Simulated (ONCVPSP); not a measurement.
**silicon (Si): ONCV pseudisation with PBE, scalar-relativistic reference atom.**

Si (Z = 14), optimised norm-conserving Vanderbilt (ONCV), made with ONCVPSP 4.0.1 (PBE, scalar-relativistic). Core [Ne], reference 3s2 3p1.5 (charge +0.5). Waves: 3s: rc 1.75 bohr, ncon 5, nbas 9, qcut 3.5 1/bohr, local; 3p: rc 1.85 bohr, ncon 5, nbas 8, qcut 5.1 1/bohr, 2 projectors, debl 3.4 Ha; d scattering state at 0.35 Ha: rc 1.75 bohr, ncon 5, nbas 9, qcut 4.9 1/bohr, 1 projector. Local part: the s channel. Core correction: Teter function fitted to the true core (icmod 2), fcfact 0.55.

All-electron outer shells of the reference configuration (PBE, scalar-relativistic, ld1.x):

```tsv
shell	level (eV)	outermost node (bohr)	outermost maximum (bohr)
2s	-143.93	0.15	0.45
2p	-100.00	–	0.39
3s	-14.73	0.72	1.77
3p	-7.68	0.72	2.09
```

What the tests gave:

```
Cutoffs needed             : 12 Ha and 53 Ha (the cutoffs (Ha) at which the residual kinetic energy of the hardest occupied pseudo-wave falls to 1 and 0.1 mHa per electron) The cutoffs count occupied waves only; projector 2 of the p channel, the hardest unoccupied one, needs 57 Ha at the loose tolerance.
Ghost test                 : no bound ghost flagged; no localised positive-energy state flagged
Largest excitation error   : +16 meV (all-electron minus pseudo) for 3s2 3p0, out of 4 test configurations
rms error of d²Exc/dni dnj : 1.92 mHa without and 1.29 mHa with the model core
```

Generation and tests took about 3.7 s on one core of a shared server CPU.
